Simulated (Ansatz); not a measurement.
Start from `C=CBI` and change one atom or group to get `C=CBC=C`.

Ansatz, PBE0-D4/def2-TZVP geometries, multiplicity 1. Each molecule was computed in one conformer, which needn't be the lowest.

Elements past krypton have def2 core potentials.

```tsv
property	`C=CBI`
HOMO energy (B3LYP/def2-TZVPP) / eV	-7.13
LUMO energy (PBE/def2-TZVPP) / eV	-3.23
HOMO–LUMO gap (B3LYP/def2-TZVPP) / eV	4.62
size of the dipole moment (ωB97M-V/def2-TZVPP) / D	2.16
size of the dipole moment (B3LYP/def2-TZVPP) / D	2.03
HOMO energy (ωB97M-V/def2-TZVPP) / eV	-9.51
```

Problem. Give the same properties after the change, and the shifts. (An estimate is asked.)

Solution. Ansatz gave: 
```tsv
property	`C=CBC=C`	shift
HOMO energy (B3LYP/def2-TZVPP) / eV	-7.61	-0.48
LUMO energy (PBE/def2-TZVPP) / eV	-3.05	0.18
HOMO–LUMO gap (B3LYP/def2-TZVPP) / eV	5.31	0.69
size of the dipole moment (ωB97M-V/def2-TZVPP) / D	0.33	-1.83
size of the dipole moment (B3LYP/def2-TZVPP) / D	0.37	-1.66
HOMO energy (ωB97M-V/def2-TZVPP) / eV	-10.02	-0.51
```

With PBE0 the HOMO falls by 0.48 eV and the LUMO rises by 0.23 eV, so the gap widens by about 0.71 eV. PBE moves the HOMO by -0.59 eV and ωB97M-V by -0.51 eV. Dipoles are sizes alone; their direction can turn.

B3LYP here is the variant with VWN-RPA as its local correlation; programs differ in this.

Spin–orbit coupling is left out; it splits and shifts lone-pair levels of the heavy atoms by tenths of an eV.
